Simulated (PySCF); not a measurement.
## Bond curve of NaSb

Set-up: PySCF, scalar-relativistic core potentials, basis sets Na def2-SVP, Sb def2-SVP with ECP28. Energies in eV from Na + Sb in their ground configurations at the same level. State: ³Σ⁻ (triplet), unpaired electrons π ↑↑.

Curves on a restricted Hartree–Fock reference rise too fast on stretching and do not dissociate correctly.

All columns are ROHF. A positive dipole means Na(−)Sb(+).

```
R (Å)  E (eV)  μ (D)  Mulliken charge on Na (basis-dependent)  HOMO (eV)  LUMO (eV)  Mayer bond order  ⟨S²⟩
2.527   0.291  -7.37                                     0.60      -5.85       0.06              0.72  2.00
2.645   0.053  -7.67                                     0.56      -5.80       0.00              0.76  2.00
2.763  -0.085  -7.95                                     0.52      -5.74      -0.05              0.80  2.00
2.851  -0.139  -8.15                                     0.50      -5.69      -0.09              0.83  2.00
2.939  -0.160  -8.35                                     0.47      -5.63      -0.13              0.85  2.00
3.027  -0.157  -8.54                                     0.46      -5.57      -0.17              0.86  2.00
3.145  -0.122  -8.79                                     0.44      -5.48      -0.23              0.86  2.00
3.292  -0.043  -9.10                                     0.43      -5.37      -0.30              0.87  2.00
3.468   0.086  -9.47                                     0.42      -5.24      -0.39              0.86  2.00
3.703   0.290  -9.94                                     0.41      -5.07      -0.51              0.86  2.00
```

A fit through these points gives, at Re = 2.968 Å, μ = -8.41 D and dμ/dR = -2.20 D/Å; the reduced mass is 19.32 u.

**Question.** How strong is the fundamental in the double-harmonic approximation, I = 42.26·(dμ/dR)²/μred km/mol?

**Answer.** I = 42.26·(-2.20)²/19.32 = 10.6 km/mol at ROHF.

Spin–orbit coupling is left out, which matters for elements this heavy, above all for dissociation energies. Hartree–Fock leaves out correlation, which carries a large part of most bond energies and some tenths to 1 eV of ionisation energies. The state is the lowest determinant that a PBE0 search found; another state may lie lower at other levels.
